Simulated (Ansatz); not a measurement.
Geometry optimisation, Ansatz, RKS r2SCAN-D4/def2-SVP.

The input (input.yaml):

```yaml
crystal:
  periodic: [false, false, false]
  atoms:
    - { symbol: B, position_ang: [0.0, 0.0, 0.0] }
    - { symbol: "N", position_ang: [0.0, 0.0, 1.9] }
    - { symbol: H, position_ang: [-0.877, -0.2713, 2.43] }
    - { symbol: H, position_ang: [0.877, 0.2713, 2.43] }
    - { symbol: "N", position_ang: [1.3423, 0.0, -0.775] }
    - { symbol: H, position_ang: [1.8089, -0.9179, -1.0268] }
    - { symbol: H, position_ang: [1.7937, 0.9179, -1.0532] }
    - { symbol: H, position_ang: [-1.0305, 0.0, -0.595] }
    - { symbol: O, position_ang: [-0.2139, 1.6086, 0.5392] }
    - { symbol: H, position_ang: [-1.1525, 1.9139, 0.3252] }
    - { symbol: H, position_ang: [-0.1432, 1.0772, 1.5734] }
basis:
  gaussian: { orbitals: def2-SVP }
hamiltonian:
  xc: r2scan
  dispersion: d4
relax:
  f_tol: 0.15
  max_steps: 25
  restrain:
    - { distance: [0, 8], at: 2.61, k: 30.0 }
    - { distance: [10, 1], at: 2.26, k: 30.0 }
    - { distance: [0, 1], at: 1.55, k: 30.0 }
    - { distance: [10, 8], at: 1.01, k: 30.0 }
```

Command:

```bash
$ ansatz run input.yaml --threads 2 --pin off --max-ram 3072MiB --backend cpu --events-out ev --progress --plain --runs-dir out
```

Where does it end, and by what steps?

It converged. The restraints hold the end off the free minimum. After 15 steps the energy has fallen by 3.289 eV (the restraints' own energy left out); H6 moved furthest, 1.20 Å. Parted: B1–O9 (1.71 → 2.62 Å), N2–H11 (1.13 → 2.25 Å).

```tsv
step	energy less start (eV)	largest force component (eV/Å)	accepted
0	0.0000	4.282	yes
1	-0.3451	3.392	yes
2	-0.5325	3.090	yes
3	-1.1415	2.689	yes
4	-2.1915	1.448	yes
5	-2.5216	1.778	yes
6	-2.7066	1.933	yes
7	-2.8155	2.066	yes
8	-2.9482	1.667	yes
9	-3.0388	1.732	yes
10	-3.1327	1.767	yes
11	-3.1766	1.535	yes
12	-3.1403	2.005	no
13	-3.2507	1.629	yes
14	-3.2787	1.665	yes
15	-3.2891	1.712	yes
```

```xyz
11
Properties=species:S:1:pos:R:3
B 0.069 -0.111 0.179
N 0.081 -0.325 1.657
H -0.758 -0.665 2.110
H 0.925 -0.625 2.133
N 1.250 -0.144 -0.584
H 2.173 -0.162 -0.170
H 1.252 0.142 -1.554
H -1.009 -0.021 -0.366
O -0.295 2.455 0.593
H -1.183 2.152 0.361
H -0.101 1.905 1.388
```

Time of the run: 45 s on 2 threads of Arm Neoverse V1 (shared host), peak memory 0.14 GiB.
